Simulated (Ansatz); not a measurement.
`CS[Si](Cl)(Cl)Cl` + H–F → `CS[Si](F)(Cl)Cl` + HCl at 500 K and 1 bar (ligand exchange at the Si–Cl bond).

Isolated molecules relaxed with PBE0-D4/def2-TZVP in Ansatz; ΔE leaves out vibrations. CCSD(T)/CBS adds triple-zeta CCSD(T) − MP2 to the extrapolated MP2 energy (def2 sets, frozen cores). This one scheme is used for every species. Each species was taken in one conformer, which may not be the lowest.

| species | CCSD(T)/CBS energy (Eh) | H − E (kJ/mol) | S (J/(mol·K)) |
| --- | --- | --- | --- |
| `CS[Si](Cl)(Cl)Cl` | -2106.23785 | 172.3 | 471.3 |
| H–F | -100.39570 | 39.4 | 188.7 |
| `CS[Si](F)(Cl)Cl` | -1746.26881 | 173.9 | 460.0 |
| HCl | -460.38127 | 32.5 | 201.9 |

H − E and S are ideal-gas, rigid-rotor, harmonic terms from PBE0-D4/def2-TZVP, for one conformer and one mirror image of each species. 1 Eh = 2625.50 kJ/mol, R = 8.31446 J/(mol·K).

Question: By hand: ΔE, ΔH, ΔS and ΔG.

Answer: ΔE = (-1746.26881) + (-460.38127) − (-2106.23785) − (-100.39570) = -0.01653 Eh = -43.4 kJ/mol. Δ(H − E) = 173.9 + 32.5 − 172.3 − 39.4 = -5.3, so ΔH = -48.7 kJ/mol. ΔS = 460.0 + 201.9 − 471.3 − 188.7 = 1.9 J/(mol·K). ΔG = -48.7 − 500 × (1.9)/1000 = -49.7 kJ/mol.

Question: By hand: the equilibrium constant, and the temperature at which ΔG would vanish if ΔH and ΔS stayed fixed.

Answer: log₁₀ K = −ΔG/(RT ln 10) = 5.2. ΔH and −TΔS have one sign here, so there is no such temperature. One of them is within its doubt of zero, so this could turn.

The number of gas molecules stays the same, so ΔS is small and ΔH decides. A doubt of 5 kJ/mol in ΔE shifts log₁₀ K by 0.5 here. Other conformers and mirror images would add mixing entropy, several J/(mol·K) or more a flexible species. Modes under 60 cm⁻¹, often nearly free rotors, make the harmonic entropy too high. These are equilibria of isolated gas molecules and say nothing of rates. Largest T1 diagnostic: 0.010 (customary marks: 0.02 for closed shells, 0.045 for open ones).
